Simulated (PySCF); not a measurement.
**Ionisation energy of Os by level of theory**

Os [Xe] 4f14 5d6 6s2 (5D) → Os⁺ [Xe] 4f14 5d6 6s1 (6D), as a difference of total energies. Calculation: PySCF 2.14, in def2-TZVPPD with the def2 core potential (60 electrons) (6s5p3d2f1g, 59 functions); a scalar-relativistic core potential. Correlated levels: valence: 5s2 5p6 frozen. The calculations carry no spin-orbit coupling.

| method | ionisation energy (eV) |
| --- | --- |
| UHF | 6.504 |
| MP2 (valence) | 7.883 |
| SCS-MP2 (valence) | 8.085 |
| CCSD (valence) | 7.874 |
| CCSD(T) (valence) | 7.979 |

How much does correlation contribute at CCSD(T) (valence)?

7.979 − (6.504) = 1.475 eV, measured against UHF.

Errors of the correlated levels include the incompleteness of this basis and the frozen core.

For comparison: 8.473 eV (measured; NIST levels, between the centres of gravity of the two terms).
